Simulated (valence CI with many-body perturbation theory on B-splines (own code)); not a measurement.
# Level structure of Tb59+

Computed by valence CI with perturbative core correlation (CI+MBPT): four valence electrons over a frozen Dirac-Fock core [He], radial functions for each j: 11 s, 11 p, 9 d, 7 f, 5 g, 2 h, 1 i, with the one-electron correlation potential Σ1 (screened to all orders), the two-electron term Σ2, the three-electron term Σ3, Breit, model QED; selected single and double excitations, second order for the rest (own B-spline code, finite nucleus).

The last digits are not significant, and no measured levels were compared; by estimate large intervals hold to a few tenths of a per cent, small ones and those within an open d or f shell to about a per cent. Among the levels kept, up to 270 cm⁻¹ of a level comes from second order outside the variational space, and about a tenth of that is noise between levels of different J, which matters for small intervals.

Levels 1 to 45 of 114, with energies above the lowest level, (2s^2 2p1/2^2) J=0. "Leading %" is the weight of the configuration and term that name the level; weights of strongly mixed levels are sums over their largest components and can fall short. In the jj column 3d3/2^4 stands for four electrons in 3d with j = 3/2.

```
No.  Configuration  Term  J  E (× 10³ cm⁻¹)  Leading %  Second component                Leading jj
  1         2s²2p²    ³P  0            0.00         69    31 % 2s²2p² ¹S      2s^2 2p1/2^2 (100 %)
  2         2s²2p²    ³P  1          6261.9        100                    2s^2 2p1/2 2p3/2 (100 %)
  3         2s²2p²    ¹D  2          6403.5         65    35 % 2s²2p² ³P  2s^2 2p1/2 2p3/2 (100 %)
  4          2s2p³   ³P°  2          8243.7         48    28 % 2s2p³ ⁵S°   2s 2p1/2^2 2p3/2 (99 %)
  5          2s2p³   ³D°  1          8848.7         32    29 % 2s2p³ ¹P°  2s 2p1/2^2 2p3/2 (100 %)
  6         2s²2p²    ³P  2           12809         64    35 % 2s²2p² ¹D       2s^2 2p3/2^2 (99 %)
  7         2s²2p²    ¹S  0           13231         68    31 % 2s²2p² ³P       2s^2 2p3/2^2 (99 %)
  8          2s2p³   ⁵S°  2           14313         50    47 % 2s2p³ ³D°   2s 2p1/2 2p3/2^2 (99 %)
  9          2s2p³   ³D°  3           14645        100                    2s 2p1/2 2p3/2^2 (100 %)
 10          2s2p³   ³P°  0           15049        100                    2s 2p1/2 2p3/2^2 (100 %)
 11          2s2p³   ³S°  1           15204         51    43 % 2s2p³ ³D°  2s 2p1/2 2p3/2^2 (100 %)
 12          2s2p³   ¹D°  2           15284         74    21 % 2s2p³ ³D°   2s 2p1/2 2p3/2^2 (99 %)
 13          2s2p³   ³P°  1           15313         61    32 % 2s2p³ ¹P°  2s 2p1/2 2p3/2^2 (100 %)
 14            2p⁴    ³P  2           17388         68       31 % 2p⁴ ¹D    2p1/2^2 2p3/2^2 (99 %)
 15            2p⁴    ¹S  0           17836         63       36 % 2p⁴ ³P    2p1/2^2 2p3/2^2 (99 %)
 16          2s2p³   ³P°  2           21288         51    17 % 2s2p³ ⁵S°         2s 2p3/2^3 (99 %)
 17          2s2p³   ¹P°  1           21873         38    24 % 2s2p³ ³S°        2s 2p3/2^3 (100 %)
 18            2p⁴    ³P  1           23751        100                       2p1/2 2p3/2^3 (100 %)
 19            2p⁴    ¹D  2           23896         69       31 % 2p⁴ ³P     2p1/2 2p3/2^3 (100 %)
 20            2p⁴    ³P  0           30490         64       36 % 2p⁴ ¹S           2p3/2^4 (100 %)
 21        2s²2p3s   ³P°  0           62048         99                        2s^2 2p1/2 3s (99 %)
 22        2s²2p3s   ³P°  1           62074         67  33 % 2s²2p3s ¹P°     2s^2 2p1/2 3s (100 %)
 23        2s²2p3p    ³D  1           62638         73   22 % 2s²2p3p ¹P  2s^2 2p1/2 3p1/2 (100 %)
 24        2s²2p3p    ³P  0           62954         68   31 % 2s²2p3p ¹S   2s^2 2p1/2 3p1/2 (99 %)
 25        2s2p²3s    ⁵P  1           63828         42   30 % 2s2p²3s ³S      2s 2p1/2^2 3s (96 %)
 26        2s2p²3s    ³P  0           64101         69   30 % 2s2p²3s ¹S      2s 2p1/2^2 3s (99 %)
 27        2s2p²3p   ³P°  1           64482         33  22 % 2s2p²3p ⁵D°   2s 2p1/2^2 3p1/2 (98 %)
 28        2s2p²3p   ³P°  0           64489         50  44 % 2s2p²3p ⁵D°   2s 2p1/2^2 3p1/2 (99 %)
 29        2s²2p3p    ³D  2           64648         52   31 % 2s²2p3p ¹D  2s^2 2p1/2 3p3/2 (100 %)
 30        2s²2p3p    ³P  1           64667         47   29 % 2s²2p3p ³S   2s^2 2p1/2 3p3/2 (96 %)
 31        2s²2p3d   ³F°  2           65104         75  20 % 2s²2p3d ¹D°  2s^2 2p1/2 3d3/2 (100 %)
 32        2s²2p3d   ³D°  1           65301         50  32 % 2s²2p3d ¹P°   2s^2 2p1/2 3d3/2 (98 %)
 33        2s²2p3d   ³P°  2           65712         47  35 % 2s²2p3d ³D°   2s^2 2p1/2 3d5/2 (98 %)
 34        2s²2p3d   ³F°  3           65741         46  31 % 2s²2p3d ¹F°  2s^2 2p1/2 3d5/2 (100 %)
 35        2s2p²3p   ³P°  2           66459         34  20 % 2s2p²3p ⁵P°   2s 2p1/2^2 3p3/2 (98 %)
 36        2s2p²3p   ³D°  1           66497         32  21 % 2s2p²3p ¹P°   2s 2p1/2^2 3p3/2 (99 %)
 37        2s2p²3d    ³D  1           66908         45   37 % 2s2p²3d ⁵F   2s 2p1/2^2 3d3/2 (99 %)
 38        2s2p²3d    ³D  2           66953         30   18 % 2s2p²3d ⁵F   2s 2p1/2^2 3d3/2 (97 %)
 39        2s2p²3d    ³D  3           67496         36   18 % 2s2p²3d ⁵D   2s 2p1/2^2 3d5/2 (99 %)
 40        2s2p²3d    ³F  2           67627         29   22 % 2s2p²3d ¹D   2s 2p1/2^2 3d5/2 (97 %)
 41        2s²2p3s   ³P°  2           68594         98                        2s^2 2p3/2 3s (98 %)
 42        2s²2p3s   ¹P°  1           68655         66  32 % 2s²2p3s ³P°      2s^2 2p3/2 3s (98 %)
 43        2s²2p3p    ³P  1           69303         50   27 % 2s²2p3p ³S   2s^2 2p3/2 3p1/2 (97 %)
 44        2s²2p3p    ³D  2           69321         46   32 % 2s²2p3p ¹D   2s^2 2p3/2 3p1/2 (97 %)
 45        2s2p²3s    ⁵P  2           69858         84    8 % 2s2p²3s ³P  2s 2p1/2 2p3/2 3s (98 %)
```

The ionisation energy to 2s²2p ²P°1/2 of the next ion comes out as 13660 eV (NIST: 13658 ± 7 eV (theoretical)). All 114 levels together are meant to be complete up to 74139 × 10³ cm⁻¹.
